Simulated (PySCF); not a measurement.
PySCF input (M06-2X/def2-TZVPD):

```python
from pyscf import gto, scf, dft

mol = gto.M(
    atom='''
    S    -0.00000000   -0.00000000   -0.57933392
    F     0.00000000    0.00000000    1.02992697
    ''',
    basis='def2-tzvpd',
    charge=0,
    spin=1,
    symmetry='C2v',
    verbose=4,
)

mf = dft.UKS(mol, xc='m062x').density_fit(auxbasis='def2-universal-jkfit')
mf.grids.level = 4
mf.conv_tol = 1e-9
mf.max_cycle = 100
mf.max_memory = 1500
mf.kernel()
if not mf.converged:
    mf = mf.newton()
    mf.kernel(mf.make_rdm1())
mf.analyze()
```

End of the output:

```
Extra cycle  E= -497.965227373872  delta_E= -3.37e-11  |g|= 2.71e-06  |ddm|= 6.29e-06
converged SCF energy = -497.965227373872  <S^2> = 0.75382721  2S+1 = 2.0038236
**** SCF Summaries ****
Total Energy =                        -497.965227373872494
Nuclear Repulsion Energy =              47.351873674429513
One-electron Energy =                 -782.932506047197421
Two-electron Energy =                  237.615404998895428
Two-electron Coulomb Energy =          273.676303345333395
DFT Exchange-Correlation Energy =      -36.060898346437980
HOMO-LUMO gap [eV] =                     5.021396340271286
Wave-function symmetry = B2
alpha occupancy for each irrep:     A1   A2   B1   B2
                                     7    0    3    3
beta  occupancy for each irrep:     A1   A2   B1   B2
                                     7    0    3    2
**** MO energy ****
alpha MO #1 (A1 #1), energy= -90.0017003569271 occ= 1
alpha MO #2 (A1 #2), energy= -25.2949254546816 occ= 1
alpha MO #3 (A1 #3), energy= -8.3494265538427 occ= 1
alpha MO #4 (B2 #1), energy= -6.27807997050404 occ= 1
alpha MO #5 (A1 #4), energy= -6.26978708366821 occ= 1
alpha MO #6 (B1 #1), energy= -6.26073977020275 occ= 1
alpha MO #7 (A1 #5), energy= -1.38938913958943 occ= 1
alpha MO #8 (A1 #6), energy= -0.828076759037017 occ= 1
alpha MO #9 (B2 #2), energy= -0.600765935783009 occ= 1
alpha MO #10 (B1 #2), energy= -0.588364295881178 occ= 1
alpha MO #11 (A1 #7), energy= -0.581583475554268 occ= 1
alpha MO #12 (B2 #3), energy= -0.369698969464263 occ= 1
alpha MO #13 (B1 #3), energy= -0.334102608518881 occ= 1
alpha MO #14 (A1 #8), energy= -0.0313974505893455 occ= 0
alpha MO #15 (A1 #9), energy= 0.0374431943452515 occ= 0
alpha MO #16 (B2 #4), energy= 0.0384935505328077 occ= 0
alpha MO #17 (B1 #4), energy= 0.0433023386195046 occ= 0
alpha MO #18 (A1 #10), energy= 0.0557916949695346 occ= 0
alpha MO #19 (A1 #11), energy= 0.127323216975755 occ= 0
alpha MO #20 (B2 #5), energy= 0.133700270860942 occ= 0
alpha MO #21 (B1 #5), energy= 0.135646156429969 occ= 0
alpha MO #22 (A2 #1), energy= 0.159871148034656 occ= 0
alpha MO #23 (A1 #12), energy= 0.159986118512171 occ= 0
alpha MO #24 (B2 #6), energy= 0.224938116208165 occ= 0
alpha MO #25 (B1 #6), energy= 0.228177295672516 occ= 0
alpha MO #26 (A1 #13), energy= 0.261091935174779 occ= 0
alpha MO #27 (A1 #14), energy= 0.290303038062733 occ= 0
alpha MO #28 (B2 #7), energy= 0.403030514093757 occ= 0
alpha MO #29 (B1 #7), energy= 0.411821936018564 occ= 0
alpha MO #30 (A1 #15), energy= 0.428016538291134 occ= 0
alpha MO #31 (A1 #16), energy= 0.483794364266742 occ= 0
alpha MO #32 (A2 #2), energy= 0.484700467932979 occ= 0
alpha MO #33 (B2 #8), energy= 0.498752098939317 occ= 0
alpha MO #34 (B1 #8), energy= 0.51291854077653 occ= 0
alpha MO #35 (A1 #17), energy= 0.560975511435066 occ= 0
alpha MO #36 (A2 #3), energy= 0.562189790003987 occ= 0
alpha MO #37 (A1 #18), energy= 0.568190586928448 occ= 0
alpha MO #38 (B2 #9), energy= 0.685553705100691 occ= 0
alpha MO #39 (B1 #9), energy= 0.688563845196411 occ= 0
alpha MO #40 (A1 #19), energy= 0.701674297345797 occ= 0
alpha MO #41 (A1 #20), energy= 0.881700718282325 occ= 0
alpha MO #42 (B2 #10), energy= 0.898149998909101 occ= 0
alpha MO #43 (B1 #10), energy= 0.905534571893789 occ= 0
alpha MO #44 (A1 #21), energy= 1.03307563974302 occ= 0
alpha MO #45 (A1 #22), energy= 1.22261596777179 occ= 0
alpha MO #46 (A1 #23), energy= 1.55569859124469 occ= 0
alpha MO #47 (B2 #11), energy= 1.55932321716895 occ= 0
alpha MO #48 (A2 #4), energy= 1.57248521591093 occ= 0
alpha MO #49 (B1 #11), energy= 1.58455531155169 occ= 0
alpha MO #50 (A1 #24), energy= 1.5855214001717 occ= 0
alpha MO #51 (B2 #12), energy= 1.63283275260814 occ= 0
alpha MO #52 (B1 #12), energy= 1.63401092428119 occ= 0
alpha MO #53 (A1 #25), energy= 1.67768577177221 occ= 0
alpha MO #54 (A2 #5), energy= 1.67791075062147 occ= 0
alpha MO #55 (B2 #13), energy= 1.78104077953448 occ= 0
alpha MO #56 (B1 #13), energy= 1.80958035277058 occ= 0
alpha MO #57 (B2 #14), energy= 1.85304375521474 occ= 0
alpha MO #58 (B1 #14), energy= 1.88533907445842 occ= 0
alpha MO #59 (A1 #26), energy= 1.96959025474229 occ= 0
alpha MO #60 (A2 #6), energy= 2.27923022042177 occ= 0
alpha MO #61 (A1 #27), energy= 2.27926735639786 occ= 0
alpha MO #62 (A1 #28), energy= 2.4188116022401 occ= 0
alpha MO #63 (B2 #15), energy= 2.60290471149424 occ= 0
alpha MO #64 (B1 #15), energy= 2.61666862496235 occ= 0
alpha MO #65 (A1 #29), energy= 3.00378910849816 occ= 0
alpha MO #66 (B2 #16), energy= 3.39457826632386 occ= 0
alpha MO #67 (B1 #16), energy= 3.4044531794845 occ= 0
alpha MO #68 (A1 #30), energy= 3.86345369801522 occ= 0
alpha MO #69 (A1 #31), energy= 4.22696242667912 occ= 0
alpha MO #70 (A1 #32), energy= 6.87873361441629 occ= 0
alpha MO #71 (A2 #7), energy= 6.87900359167881 occ= 0
alpha MO #72 (B2 #17), energy= 6.88073472243626 occ= 0
alpha MO #73 (B1 #17), energy= 6.88073543413615 occ= 0
alpha MO #74 (A1 #33), energy= 6.97137834873335 occ= 0
alpha MO #75 (B2 #18), energy= 7.00597936567932 occ= 0
alpha MO #76 (B1 #18), energy= 7.01319103919118 occ= 0
alpha MO #77 (A2 #8), energy= 8.423000496977 occ= 0
alpha MO #78 (A1 #34), energy= 8.42310390457899 occ= 0
alpha MO #79 (B2 #19), energy= 8.55579820280392 occ= 0
alpha MO #80 (B1 #19), energy= 8.56487618276151 occ= 0
alpha MO #81 (A1 #35), energy= 8.81924652101716 occ= 0
alpha MO #82 (B2 #20), energy= 8.86047669474604 occ= 0
alpha MO #83 (B1 #20), energy= 8.89847529681244 occ= 0
alpha MO #84 (A1 #36), energy= 9.37075158813821 occ= 0
alpha MO #85 (A1 #37), energy= 18.7552886216782 occ= 0
alpha MO #86 (A1 #38), energy= 57.1479242705026 occ= 0
beta  MO #1 (A1 #1), energy= -89.9923885970328 occ= 1
beta  MO #2 (A1 #2), energy= -25.2915764822027 occ= 1
beta  MO #3 (A1 #3), energy= -8.34674870464234 occ= 1
beta  MO #4 (A1 #4), energy= -6.26711718868351 occ= 1
beta  MO #5 (B1 #1), energy= -6.25768494484594 occ= 1
beta  MO #6 (B2 #1), energy= -6.25313235261184 occ= 1
beta  MO #7 (A1 #5), energy= -1.37964080699197 occ= 1
beta  MO #8 (A1 #6), energy= -0.786315666275442 occ= 1
beta  MO #9 (B1 #2), energy= -0.583694474037754 occ= 1
beta  MO #10 (B2 #2), energy= -0.563024558807832 occ= 1
beta  MO #11 (A1 #7), energy= -0.561622203588705 occ= 1
beta  MO #12 (B1 #3), energy= -0.315440445814787 occ= 1
beta  MO #13 (B2 #3), energy= -0.130907532401974 occ= 0
beta  MO #14 (A1 #8), energy= -0.0211196211536375 occ= 0
beta  MO #15 (A1 #9), energy= 0.0268336758404217 occ= 0
beta  MO #16 (B1 #4), energy= 0.0415096503580692 occ= 0
[...]
```
